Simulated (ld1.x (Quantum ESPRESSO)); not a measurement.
**Configuration tests for selenium (Se) (TM semilocal)**

```json
{
 "Element": "Se (Z = 34)",
 "Generator": "ld1.x (Quantum ESPRESSO) 7.5",
 "Type": "norm-conserving Troullier–Martins (semilocal form)",
 "Functional": "PBE",
 "Relativity": "scalar-relativistic",
 "Frozen core": "[Ar] 3d10",
 "Valence charge": "6",
 "Reference configuration": "4s2 4p4",
 "Partial waves": "4s (bound): rc 1.65 bohr; 4d channel at 0.15 Ry: rc 1.60 bohr; 4p (bound): rc 1.85 bohr",
 "Local potential": "the p channel",
 "Core correction": "none"
}
```

Energies are relative to the spin-unpolarised reference configuration 4s2 4p4; without spin polarisation the order of configurations can differ from experiment. The frozen-core shift is the all-electron ΔE with the core orbitals held at their reference shape minus the fully relaxed ΔE.

(1) Give the all-electron excitation energy and the error of the potential for: 4s2 4p3; 4s2 4p2; 4s2 4p1; 4s2 4p4.3; 4s2 4p0; 4s0 4p6; 4s1 4p4.

Levels in the configuration 4s2 4p4.3:

| level | all-electron (eV) | pseudo (eV) |
| --- | --- | --- |
| 4s | -14.726 | -14.726 |
| 4p | -4.136 | -4.135 |

Answers

(1)

```
valence configuration  charge  ΔE all-electron (eV)  error AE − PS (meV)  frozen-core shift (meV)
              4s2 4p3      +1                10.845                 -3.3                     +4.0
              4s2 4p2      +2                31.193                  -16                      +27
              4s2 4p1      +3                62.061                  -42                     +102
            4s2 4p4.3    -0.3                -1.593                 +0.2                     -0.1
              4s2 4p0      +4               104.245                  -56                     +285
              4s0 4p6       0                21.964                 +9.9                      +23
              4s1 4p4      +1                22.382                 +2.9                      +17
```

A variational frozen-core shift is positive and of second order in the change. This column holds negative values, so the frozen-core run of ld1.x carries numerical noise or an error of first order here, and the column gives no more than the rough size of the effect.
